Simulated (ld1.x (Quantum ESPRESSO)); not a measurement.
## Cutoff test, N (Z = 7), RRKJ

* Element: nitrogen (N)
* Generator: ld1.x (Quantum ESPRESSO) 7.5
* Type: norm-conserving RRKJ (Kleinman–Bylander form)
* Functional: Wu–Cohen
* Relativity: non-relativistic
* Frozen core: [He]
* Valence charge: 5
* Reference configuration: 2s1.75 2p3.25
* Partial waves: 2p (bound): rc 1.40 bohr; 2s (bound): rc 1.00 bohr
* Local potential: the s channel
* Core correction: a·sin(br)/r model core inside 0.85 bohr
* rho0: 0.01

The pseudo-atom Hamiltonian at the reference potential is diagonalised in spherical Bessel functions j_l(qr) that vanish at 20 bohr, with q² up to the cutoff. All-electron valence levels (Ry): 2p -0.5268, 2s -1.3643.

**Question.** How do the lowest levels (Ry) of each channel move with the cutoff, and are there ghosts?

**Answer.**

```tsv
cutoff (Ry)	p #1	s #1	s #2	d #1	d #2	f #1	f #2	Σ f·Δε (mRy)
8	-0.1209	-1.2339	-0.0076	0.0770	0.1809	0.1195	0.2583	1547.4
18	-0.3153	-1.2700	-0.0086	0.0770	0.1809	0.1195	0.2583	852.6
35	-0.4929	-1.3430	-0.0107	0.0770	0.1809	0.1195	0.2583	147.4
60	-0.5263	-1.3614	-0.0112	0.0769	0.1809	0.1195	0.2583	6.8
100	-0.5268	-1.3628	-0.0113	0.0769	0.1809	0.1195	0.2583	2.7
160	-0.5268	-1.3642	-0.0113	0.0769	0.1809	0.1195	0.2583	0.2
400	-0.5268	-1.3643	-0.0113	0.0769	0.1809	0.1195	0.2583	0.0
```

Result: no extra level below or beside the all-electron valence levels (p, s, d, f tested); 10 mRy is reached at 60 Ry and 1 mRy at 120 Ry.
